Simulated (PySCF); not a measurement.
**Diatomics of Na with group 14**

MP2 with double-zeta basis sets in PySCF, for the lowest determinant that a PBE0 search found; no spin–orbit coupling. De refers to high-spin ground-configuration atoms.

```csv
M,basis,"reference, frozen orbitals",state (unpaired electrons),Re (Å),ωe (cm⁻¹),De (eV)
C,cc-pVDZ,"UHF, 2","quartet (σ ↑, π ↑↑)",2.253,436,1.77
Si,def2-SVPD,"UHF, 6","quartet (σ ↑, π ↑↑)",2.739,259,1.37
Ge,cc-pVDZ/cc-pVDZ-PP,"UHF, 5","quartet (σ ↑, π ↑↑)",2.776,212,1.26
Sn,def2-SVP,"UHF, 5","quartet (σ ↑, π ↑↑)",2.945,188,1.17
Pb,def2-SVP,"UHF, 5","quartet (σ ↑, π ↑↑)",2.992,172,1.07
```

The shortest bond is that of NaC (2.253 Å), the longest that of NaPb (2.992 Å).

The rows differ in basis set, which adds steps of its own.

Down a group the atoms grow and get heavier, so bonds lengthen and wavenumbers fall; this series shows no clear exception.

Correlated steps freeze the inner cores (2 to 6 orbitals); shallow outer-core shells are correlated. Correlated levels converge slowly with the basis: in double zeta they bind strong bonds too weakly, by up to about 1 eV, and carry superposition errors of some tenths. These are scalar-relativistic numbers at best; spin–orbit coupling would shift them, the dissociation energy most. States were picked by a PBE0 search and need not be the measured ground states.
